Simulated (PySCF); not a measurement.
A structure optimised at PBE0-D3(BJ)/def2-SVP, used in a PySCF frequency run:

```xyz
9

Cd     0.1982     0.7923     0.0000
I     -0.1067    -1.8075     0.0000
C      0.4468     2.9057     0.0000
C     -0.8476     3.7086     0.0000
H      1.0624     3.1420    -0.8828
H      1.0624     3.1420     0.8828
H     -1.4684     3.5022     0.8858
H     -1.4684     3.5022    -0.8858
H     -0.6417     4.7933     0.0000
```
Charge 0, spin multiplicity 1.

Write its SMILES, formula and point group.

C[CH2][Cd][I], C₂H₅CdI, Cs

What are its rotational constants (standard atomic weights)?

18.843, 0.61921, 0.60403 GHz
